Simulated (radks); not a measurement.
The numbers below are computed, except where a source is named.
Effect of the nuclear size on the silver ion Ag7+, [Kr] 4d4. Code: a radial shooting solver on a logarithmic mesh with Libxc functionals. Model: Dirac Kohn-Sham, LDA (Slater exchange, Perdew-Wang correlation), spin-unpolarised, spherical densities, finite nucleus; open shells fill j = l - 1/2 first; Fermi nuclear charge, rms radius 4.5454 fm. The rms radius is varied about that value; shifts are against it.

| rms radius (fm) | total energy shift (eV) | density at nucleus (e/bohr^3) | 1s1/2 shift (meV) | 2s1/2 shift (meV) | 4s1/2 shift (meV) | 4p1/2 shift (meV) | 4d3/2 shift (meV) | 5s1/2 (empty) shift (meV) |
|---|---|---|---|---|---|---|---|---|
| 4.0636 | -0.565 | 1.473e+05 | -238 | -26.5 | -1.00 | 0.070 | 0.056 | -0.255 |
| 4.3636 | -0.219 | 1.459e+05 | -92.4 | -10.3 | -0.389 | 0.027 | 0.022 | -0.099 |
| 4.5454 | 0 | 1.451e+05 | 0.000 | 0.000 | 0.000 | 0.000 | 0.000 | 0.000 |
| 4.8999 | 0.450 | 1.437e+05 | 190 | 21.2 | 0.798 | -0.056 | -0.044 | 0.203 |
| 5.4272 | 1.17 | 1.417e+05 | 494 | 55.1 | 2.08 | -0.145 | -0.116 | 0.530 |

Slopes of the eigenvalues against <r^2> in GHz/fm^2, as finite differences over the two radii next to the reference (eigenvalue slopes, not the field-shift constants of lines): 1s1/2 13700, 2s1/2 1530, 4s1/2 57.8, 4p1/2 -4.03, 4d3/2 -3.21, 5s1/2 (empty) 14.7.
